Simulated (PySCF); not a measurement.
Species: C3H6N2OSi.
Atom-mapped SMILES: `[SiH3:1][NH:2][c:3]1[cH:4][cH:5][n:6][o:7]1` (hydrogens: H8, H9, H10 on Si1; H11 on N2; H12 on C4; H13 on C5)

Computed by this run: PySCF 2.14.0, CAM-B3LYP/def2-SV(P) geometry optimisation, gas phase; density fitting, grid level 1; the optimiser is geomeTRIC in internal coordinates, started from a GFN2-xTB structure.

Step 0: E = -16099.4349 eV
```
atom  x, y, z in Å  |  force x, y, z in eV/Å
Si1    -2.2326    0.3872    0.0643    0.262  -0.255   0.120
N2     -0.9440   -0.6843    0.5231    0.208  -0.418   0.201
C3      0.3747   -0.4725    0.3008    0.675   0.272  -0.200
C4      1.0525    0.5598   -0.3015   -0.282  -0.421   0.249
C5      2.3987    0.1605   -0.2027   -0.503  -0.630   0.375
N6      2.5177   -0.9906    0.3963    0.948  -0.178   0.008
O7      1.2517   -1.4000    0.7178   -0.648   0.455  -0.169
H8     -2.0449    1.6748    0.7344   -0.062   0.542   0.175
H9     -2.2089    0.5638   -1.3881   -0.121   0.170  -0.540
H10    -3.4175   -0.3237    0.5305   -0.614  -0.132   0.114
H11    -1.1196   -1.5545    1.0003   -0.229  -0.287   0.170
H12     0.6450    1.4474   -0.7340   -0.261   0.605  -0.302
H13     3.2732    0.6748   -0.5480    0.626   0.278  -0.199
```

Step 1: E = -16099.5204 eV
```
atom  x, y, z in Å  |  force x, y, z in eV/Å
Si1    -2.2517    0.3610    0.0823   -0.064   0.113  -0.051
N2     -0.9270   -0.7008    0.5242   -0.105   0.086  -0.024
C3      0.3976   -0.4544    0.2909   -0.060  -0.172   0.087
C4      1.0796    0.5657   -0.3163   -0.012   0.123  -0.049
C5      2.4296    0.1411   -0.1977    0.152   0.138  -0.066
N6      2.5530   -1.0015    0.4118   -0.057  -0.031   0.029
O7      1.2550   -1.3782    0.7244    0.048  -0.057   0.002
H8     -2.1192    1.6904    0.7506    0.011  -0.051  -0.001
H9     -2.2824    0.5943   -1.3927    0.018  -0.035   0.039
H10    -3.4977   -0.3222    0.5268    0.056  -0.027   0.010
H11    -1.1102   -1.5770    1.0042    0.064   0.008  -0.007
H12     0.6874    1.4739   -0.7690    0.022  -0.056   0.008
H13     3.3322    0.6505   -0.5462   -0.073  -0.041   0.023
```

Step 2: E = -16099.5218 eV
```
atom  x, y, z in Å  |  force x, y, z in eV/Å
Si1    -2.2608    0.3675    0.0814    0.015   0.044  -0.025
N2     -0.9286   -0.6873    0.5164    0.023  -0.081   0.046
C3      0.3999   -0.4578    0.2891   -0.048   0.069  -0.070
C4      1.0854    0.5626   -0.3181    0.037   0.032   0.013
C5      2.4369    0.1422   -0.1940   -0.099  -0.046   0.018
N6      2.5525   -1.0029    0.4154    0.075  -0.052   0.015
O7      1.2545   -1.3852    0.7218    0.020   0.087  -0.022
H8     -2.1320    1.6927    0.7533    0.000  -0.005   0.002
H9     -2.2980    0.5941   -1.3920    0.000  -0.007   0.001
H10    -3.4890   -0.3362    0.5374    0.009  -0.014   0.007
H11    -1.1080   -1.5637    0.9964   -0.019  -0.017   0.011
H12     0.6943    1.4674   -0.7747   -0.011  -0.001  -0.004
H13     3.3391    0.6493   -0.5392   -0.001  -0.010   0.009
```

Task: Estimate the geometry and energy of step 3. (The exact step hangs on the optimiser's Hessian estimate; all steps are aligned on step 2, rigid shifts and turns removed.)

Result: E = -16099.5225 eV, largest force 0.064 eV/Å
```
atom  x, y, z in Å  |  force x, y, z in eV/Å
Si1    -2.2558    0.3688    0.0801   -0.008  -0.007   0.002
N2     -0.9303   -0.6925    0.5189    0.031  -0.012   0.006
C3      0.3964   -0.4564    0.2881    0.004   0.003  -0.008
C4      1.0810    0.5660   -0.3178    0.026  -0.047   0.035
C5      2.4314    0.1420   -0.1938    0.007   0.014  -0.016
N6      2.5518   -1.0029    0.4148   -0.035   0.022  -0.009
O7      1.2533   -1.3818    0.7212   -0.023  -0.003   0.009
H8     -2.1227    1.6923    0.7531    0.000   0.007   0.001
H9     -2.2890    0.5923   -1.3932   -0.001   0.002  -0.007
H10    -3.4835   -0.3347    0.5366   -0.013  -0.001   0.001
H11    -1.1094   -1.5692    0.9991   -0.003   0.000   0.001
H12     0.6899    1.4703   -0.7748   -0.004   0.008  -0.009
H13     3.3331    0.6483   -0.5391    0.019   0.015  -0.006
```

The energy changes by -0.0008 eV. The first-order estimate −F·Δx gives -0.0020 eV and the mean of the old and new forces, exact on a quadratic surface, -0.0008 eV. The step makes an angle of 67° with the force vector and moves no atom by more than 0.009 Å.

What follows is the cost of the whole optimisation. Hardware: one thread, Intel Xeon 6975P-C (x86_64), on a shared host. Cost: 25 s wall, 0.56 GiB resident at most.
